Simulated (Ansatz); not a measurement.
`[SiH3][Sn]([Cl])([Cl])[Cl]` + H₂S → `[SH][Sn]([Cl])([Cl])[Cl]` + SiH₄ at 700 K and 1 bar (cleavage of the Sn–Si bond).

Computed with Ansatz on PBE0-D4/def2-TZVP structures; ΔE is electronic, products minus reactants. CBS: MP2 limit from def2 TZ/QZ plus the TZ coupled-cluster correction, frozen cores. This one scheme is used for every species. def2 core potentials past Kr. For Sn outer-core shells are correlated without core-valence functions, which leaves a few kJ/mol of doubt a bond. One conformer a species, not always the lowest.

| species | CCSD(T)/CBS energy (Eh) | H − E (kJ/mol) | S (J/(mol·K)) |
| --- | --- | --- | --- |
| `[SiH3][Sn]([Cl])([Cl])[Cl]` | -1884.38944 | 158.8 | 535.3 |
| H₂S | -398.97279 | 64.8 | 236.9 |
| `[SH][Sn]([Cl])([Cl])[Cl]` | -1991.90544 | 106.0 | 509.4 |
| SiH₄ | -291.46306 | 115.5 | 252.9 |

H − E and S are ideal-gas, rigid-rotor, harmonic terms from PBE0-D4/def2-TZVP, for one conformer and one mirror image of each species. 1 Eh = 2625.50 kJ/mol, R = 8.31446 J/(mol·K).

Q: By hand: ΔE, ΔH, ΔS and ΔG.

A: ΔE = (-1991.90544) + (-291.46306) − (-1884.38944) − (-398.97279) = -0.00627 Eh = -16.5 kJ/mol. Δ(H − E) = 106.0 + 115.5 − 158.8 − 64.8 = -2.1, so ΔH = -18.6 kJ/mol. ΔS = 509.4 + 252.9 − 535.3 − 236.9 = -9.9 J/(mol·K). ΔG = -18.6 − 700 × (-9.9)/1000 = -11.7 kJ/mol.

Q: By hand: the equilibrium constant, and the temperature at which ΔG would vanish if ΔH and ΔS stayed fixed.

A: log₁₀ K = −ΔG/(RT ln 10) = 0.9. ΔG = 0 at ΔH/ΔS = 1879 K, though so small a ΔS makes that figure unsure.

TΔS isn't small against ΔH here. A doubt of 5 kJ/mol in ΔE shifts log₁₀ K by 0.4 here. Other conformers and mirror images would add mixing entropy, several J/(mol·K) or more a flexible species. Modes under 60 cm⁻¹, often nearly free rotors, make the harmonic entropy too high. These are equilibria of isolated gas molecules and say nothing of rates. Largest T1 diagnostic: 0.011 (customary marks: 0.02 for closed shells, 0.045 for open ones).
